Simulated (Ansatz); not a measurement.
A first, cheap relaxation of C2H5NSSi, SMILES `[SiH3]SC1=CN1`.

```yaml
crystal:
  periodic: [false, false, false]
  atoms:
    - {symbol: Si, position_ang: [-1.373700, -1.344400, -0.802000]}
    - {symbol: S, position_ang: [-0.691100, 0.667100, -0.388000]}
    - {symbol: C, position_ang: [0.683500, 0.334400, 0.492100]}
    - {symbol: C, position_ang: [1.955100, 0.970900, 0.336300]}
    - {symbol: N, position_ang: [1.336200, 0.916900, 1.553300]}
    - {symbol: H, position_ang: [-0.394300, -2.032500, -1.581100]}
    - {symbol: H, position_ang: [-1.697900, -1.999000, 0.462500]}
    - {symbol: H, position_ang: [-2.621200, -1.168100, -1.632500]}
    - {symbol: H, position_ang: [2.021300, 1.813000, -0.290200]}
    - {symbol: H, position_ang: [0.865200, 1.790400, 1.852500]}
basis:
  gaussian: {orbitals: def2-SVP}
hamiltonian: {xc: pbe, dispersion: d4}
relax: {f_tol: 0.03, max_steps: 200}
```

```sh
$ ansatz run in.yaml --threads 4 --pin off --events-out ev --progress --plain --max-ram 10444MiB
```

Output, abridged:

```
Functional definition: PBE
mean field -22331.24740088 eV, -820.6582053192 hartree, gradient 5.5e-5 eV, S^2 0.000000; 1 other end points of the search recorded, 0 dependent functions left out
relax step   1: F+E_penalty+E_count = -22331.49806977 eV  Δ(F+E_penalty+E_count) = +0.000e0 eV  max|allowed force component| = 7.900e0 eV/Å  Δτ_max = 0.0000 Å  (92 SCF iters, accepted)
mean field -22332.30496914 eV, -820.6970702358 hartree, gradient 2.3e-5 eV, S^2 0.000000; 1 other end points of the search recorded, 0 dependent functions left out
relax step   2: F+E_penalty+E_count = -22332.55159355 eV  Δ(F+E_penalty+E_count) = -1.054e0 eV  max|allowed force component| = 3.210e0 eV/Å  Δτ_max = 0.1941 Å  (69 SCF iters, accepted)
mean field -22332.73236512 eV, -820.7127767483 hartree, gradient 2.0e-5 eV, S^2 0.000000; 0 other end points of the search recorded, 0 dependent functions left out
relax step   3: F+E_penalty+E_count = -22332.97456508 eV  Δ(F+E_penalty+E_count) = -4.230e-1 eV  max|allowed force component| = 2.629e0 eV/Å  Δτ_max = 0.1947 Å  (38 SCF iters, accepted)
mean field -22332.95323614 eV, -820.7208936087 hartree, gradient 2.0e-5 eV, S^2 0.000000; 0 other end points of the search recorded, 0 dependent functions left out
relax step   4: F+E_penalty+E_count = -22333.19473179 eV  Δ(F+E_penalty+E_count) = -2.202e-1 eV  max|allowed force component| = 1.387e0 eV/Å  Δτ_max = 0.2000 Å  (38 SCF iters, accepted)
mean field -22333.08917782 eV, -820.7258893734 hartree, gradient 1.1e-5 eV, S^2 0.000000; 0 other end points of the search recorded, 0 dependent functions left out
relax step   5: F+E_penalty+E_count = -22333.33031498 eV  Δ(F+E_penalty+E_count) = -1.356e-1 eV  max|allowed force component| = 1.073e0 eV/Å  Δτ_max = 0.1924 Å  (31 SCF iters, accepted)
mean field -22333.15791118 eV, -820.7284152776 hartree, gradient 1.7e-5 eV, S^2 0.000000; 0 other end points of the search recorded, 0 dependent functions left out
relax step   6: F+E_penalty+E_count = -22333.39846917 eV  Δ(F+E_penalty+E_count) = -6.815e-2 eV  max|allowed force component| = 7.934e-1 eV/Å  Δτ_max = 0.2000 Å  (30 SCF iters, accepted)
mean field -22333.22081350 eV, -820.7307268955 hartree, gradient 1.8e-5 eV, S^2 0.000000; 0 other end points of the search recorded, 0 dependent functions left out
relax step   7: F+E_penalty+E_count = -22333.46672779 eV  Δ(F+E_penalty+E_count) = -6.826e-2 eV  max|allowed force component| = 8.317e-1 eV/Å  Δτ_max = 0.1912 Å  (38 SCF iters, accepted)
mean field -22333.27194585 eV, -820.7326059747 hartree, gradient 2.1e-5 eV, S^2 0.000000; 0 other end points of the search recorded, 0 dependent functions left out
relax step   8: F+E_penalty+E_count = -22333.51874776 eV  Δ(F+E_penalty+E_count) = -5.202e-2 eV  max|allowed force component| = 6.998e-1 eV/Å  Δτ_max = 0.1787 Å  (30 SCF iters, accepted)
mean field -22333.30763394 eV, -820.7339174876 hartree, gradient 1.8e-5 eV, S^2 0.000000; 0 other end points of the search recorded, 0 dependent functions left out
relax step   9: F+E_penalty+E_count = -22333.55777533 eV  Δ(F+E_penalty+E_count) = -3.903e-2 eV  max|allowed force component| = 5.661e-1 eV/Å  Δτ_max = 0.1606 Å  (37 SCF iters, accepted)
mean field -22333.35150150 eV, -820.7355295908 hartree, gradient 2.2e-5 eV, S^2 0.000000; 0 other end points of the search recorded, 0 dependent functions left out
relax step  10: F+E_penalty+E_count = -22333.60471855 eV  Δ(F+E_penalty+E_count) = -4.694e-2 eV  max|allowed force component| = 4.430e-1 eV/Å  Δτ_max = 0.1285 Å  (31 SCF iters, accepted)
mean field -22333.37084726 eV, -820.7362405344 hartree, gradient 2.4e-5 eV, S^2 0.000000; 0 other end points of the search recorded, 0 dependent functions left out
relax step  11: F+E_penalty+E_count = -22333.62833602 eV  Δ(F+E_penalty+E_count) = -2.362e-2 eV  max|allowed force component| = 3.431e-1 eV/Å  Δτ_max = 0.1760 Å  (30 SCF iters, accepted)
mean field -22333.37928773 eV, -820.7365507160 hartree, gradient 1.8e-5 eV, S^2 0.000000; 0 other end points of the search recorded, 0 dependent functions left out
relax step  12: F+E_penalty+E_count = -22333.63864402 eV  Δ(F+E_penalty+E_count) = -1.031e-2 eV  max|allowed force component| = 2.656e-1 eV/Å  Δτ_max = 0.0951 Å  (31 SCF iters, accepted)
mean field -22333.37961388 eV, -820.7365627017 hartree, gradient 1.8e-5 eV, S^2 0.000000; 0 other end points of the search recorded, 0 dependent functions left out
relax step  13: F+E_penalty+E_count = -22333.63934171 eV  Δ(F+E_penalty+E_count) = -6.977e-4 eV  max|allowed force component| = 1.476e-1 eV/Å  Δτ_max = 0.0345 Å  (31 SCF iters, accepted)
mean field -22333.38124547 eV, -820.7366226615 hartree, gradient 1.7e-5 eV, S^2 0.000000; 0 other end points of the search recorded, 0 dependent functions left out
relax step  14: F+E_penalty+E_count = -22333.64115586 eV  Δ(F+E_penalty+E_count) = -1.814e-3 eV  max|allowed force component| = 4.774e-2 eV/Å  Δτ_max = 0.0327 Å  (31 SCF iters, accepted)
mean field -22333.38070619 eV, -820.7366028433 hartree, gradient 1.6e-5 eV, S^2 0.000000; 0 other end points of the search recorded, 0 dependent functions left out
relax step  15: F+E_penalty+E_count = -22333.64022436 eV  Δ(F+E_penalty+E_count) = +9.315e-4 eV  max|allowed force component| = 1.385e-1 eV/Å  Δτ_max = 0.0240 Å  (32 SCF iters, rejected (line search))
mean field -22333.38221471 eV, -820.7366582805 hartree, gradient 1.6e-5 eV, S^2 0.000000; 0 other end points of the search recorded, 0 dependent functions left out
relax step  16: F+E_penalty+E_count = -22333.64209367 eV  Δ(F+E_penalty+E_count) = -9.378e-4 eV  max|allowed force component| = 3.253e-2 eV/Å  Δτ_max = 0.0120 Å  (33 SCF iters, accepted)
mean field -22333.38237774 eV, -820.7366642718 hartree, gradient 1.6e-5 eV, S^2 0.000000; 0 other end points of the search recorded, 0 dependent functions left out
relax step  17: F+E_penalty+E_count = -22333.64220017 eV  Δ(F+E_penalty+E_count) = -1.065e-4 eV  max|allowed force component| = 8.401e-3 eV/Å  Δτ_max = 0.0087 Å  (32 SCF iters, accepted)
mean field -22333.38237774 eV, -820.7366642718 hartree, gradient 4.4e-5 eV, S^2 0.000000; 1 other end points of the search recorded, 0 dependent functions left out
Total energy: -22333.64223418 eV, -820.7462138197 hartree
Atom 0 at    -1.293431    -1.216524    -0.608070 Å, force     0.000335     0.001825    -0.001122 eV/Å
Atom 1 at    -0.827001     0.853917    -1.176395 Å, force    -0.003516    -0.003256    -0.002888 eV/Å
Atom 2 at     0.531850     1.015841    -0.137259 Å, force     0.004432    -0.001929     0.001936 eV/Å
Atom 3 at     1.689999     1.419947     0.288227 Å, force     0.005787    -0.001347    -0.000388 eV/Å
Atom 4 at     1.067446     0.238893     1.039639 Å, force    -0.008174     0.008401     0.004202 eV/Å
Atom 5 at    -0.210713    -2.164499    -1.025206 Å, force    -0.000734    -0.000533     0.000194 eV/Å
Atom 6 at    -1.574447    -1.308692     0.860580 Å, force     0.000286     0.000629    -0.000077 eV/Å
Atom 7 at    -2.541973    -1.479065    -1.400103 Å, force    -0.000135     0.000733     0.000488 eV/Å
Atom 8 at     2.637274     1.960591     0.270407 Å, force    -0.004954     0.001342     0.001398 eV/Å
Atom 9 at     0.604097     0.628290     1.891081 Å, force     0.006673    -0.005865    -0.003743 eV/Å
Dipole moment:    -0.088281     0.090240     0.059181 e Å
```

Hardware: 4 threads of an Arm Neoverse V2 on a shared host. Wall time 18 s, peak host memory 0.2 GiB.
